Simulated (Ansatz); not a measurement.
Start from `[SiH3][O][Zn][Cl]` and change one atom or group to get `[NH2][Zn][O][SiH3]`.

Ansatz, PBE0-D4/def2-TZVP geometries, multiplicity 1. Each molecule was computed in one conformer, which needn't be the lowest.

Scalar relativity is left out up to krypton.

```csv
property,`[SiH3][O][Zn][Cl]`
size of the dipole moment (PBE/def2-TZVPP) / D,0.07
LUMO energy (B3LYP/def2-TZVPP) / eV,-1.89
HOMO energy (PBE/def2-TZVPP) / eV,-7.10
"ideal-gas entropy at 298 K and 1 bar (rigid rotor, harmonic PBE0-D4/def2-TZVP) / J/(mol·K)",363
HOMO–LUMO gap (PBE/def2-TZVPP) / eV,4.60
HOMO–LUMO gap (PBE0/def2-TZVPP) / eV,6.95
```

Give the same properties after the change, and the shifts. (Best estimate.)

Computed: 
```
                                                                                  property  `[NH2][Zn][O][SiH3]`  shift
                                            size of the dipole moment (PBE/def2-TZVPP) / D                  2.31   2.24
                                                       LUMO energy (B3LYP/def2-TZVPP) / eV                 -1.24   0.65
                                                         HOMO energy (PBE/def2-TZVPP) / eV                 -5.99   1.11
ideal-gas entropy at 298 K and 1 bar (rigid rotor, harmonic PBE0-D4/def2-TZVP) / J/(mol·K)                   375     12
                                                       HOMO–LUMO gap (PBE/def2-TZVPP) / eV                  4.20  -0.40
                                                      HOMO–LUMO gap (PBE0/def2-TZVPP) / eV                  6.42  -0.53
```

With PBE0 the HOMO rises by 1.18 eV and the LUMO rises by 0.65 eV, so the gap narrows by about 0.53 eV. PBE moves the HOMO by 1.11 eV and ωB97M-V by 1.10 eV. The zero-point energy changes by 62.1 kJ/mol with +6 modes. Dipoles are sizes alone; their direction can turn. Modes under 60 cm⁻¹, often nearly free rotors, make the harmonic entropy too high.

B3LYP here is the variant with VWN-RPA as its local correlation; programs differ in this.
